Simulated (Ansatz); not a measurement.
Relaxation of LaCu4 with UKS r2SCAN-D4/def2-SVP.

```sh
$ ansatz run in.yaml --threads 4 --pin off --events-out ev --progress --plain --max-ram 4787MiB
```

```yaml
crystal:
  periodic: [false, false, false]
  atoms:
    - {symbol: La, position_ang: [-0.296960, 1.041610, -1.183180]}
    - {symbol: Cu, position_ang: [0.068460, -1.312790, -1.349680]}
    - {symbol: Cu, position_ang: [-1.174840, -0.498360, 0.652940]}
    - {symbol: Cu, position_ang: [0.219010, 1.511240, 1.102800]}
    - {symbol: Cu, position_ang: [1.184320, -0.741700, 0.777120]}
basis:
  gaussian: {orbitals: def2-SVP}
magnetization: {spin_polarized: true, initial_magnetization: 1}
hamiltonian: {xc: r2scan, dispersion: d4}
scf: {lower_state_search: "off"}
output: {orbitals: {seedname: orbitals}}
relax: {f_tol: 0.02, max_steps: 100}
```

Hardware: 4 threads of Arm Neoverse V1 on a shared host. Wall time 1.7 min.

Positions (Å) and forces (eV/Å) at steps 1, 2, 3, 4, 6 of 6:

```xyz
5
step=1 energy=-179396.8558 eV
La   -0.297    1.042   -1.183   -0.394    2.774   -3.152
Cu    0.068   -1.313   -1.350    0.397   -2.458    0.646
Cu   -1.175   -0.498    0.653   -0.375   -0.510    0.598
Cu    0.219    1.511    1.103    0.518   -0.322    2.483
Cu    1.184   -0.742    0.777   -0.147    0.516   -0.574
5
step=2 energy=-179397.7051 eV
La   -0.292    1.168   -1.329    0.068    0.231   -0.263
Cu    0.063   -1.428   -1.285    0.037   -0.401    0.626
Cu   -1.183   -0.507    0.662    0.110    0.194   -0.244
Cu    0.218    1.464    1.226    0.036   -0.564    0.478
Cu    1.194   -0.697    0.726   -0.251    0.539   -0.597
5
step=3 energy=-179397.9536 eV
La   -0.220    1.171   -1.336    0.175   -0.021    0.014
Cu    0.026   -1.547   -1.211   -0.097    0.008    0.282
Cu   -1.194   -0.467    0.615   -0.013    0.047   -0.060
Cu    0.186    1.409    1.356   -0.109   -0.270    0.038
Cu    1.203   -0.566    0.576    0.043    0.236   -0.274
5
step=4 energy=-179398.0303 eV
La   -0.097    1.162   -1.333   -0.048    0.141   -0.160
Cu   -0.057   -1.607   -1.133   -0.052    0.054    0.066
Cu   -1.205   -0.461    0.606   -0.003   -0.021    0.030
Cu    0.105    1.347    1.430   -0.063   -0.070   -0.041
Cu    1.254   -0.441    0.429    0.166   -0.104    0.105
5
step=6 energy=-179398.0388 eV
La   -0.099    1.174   -1.347    0.000   -0.001    0.001
Cu   -0.068   -1.588   -1.118   -0.001    0.005    0.005
Cu   -1.205   -0.465    0.611   -0.005    0.001   -0.001
Cu    0.091    1.330    1.414   -0.002   -0.005   -0.004
Cu    1.282   -0.452    0.440    0.007    0.000   -0.001
```

In the def2 sets La takes a core potential; there is no spin–orbit coupling. The structure comes from a short search, and lower isomers may exist.
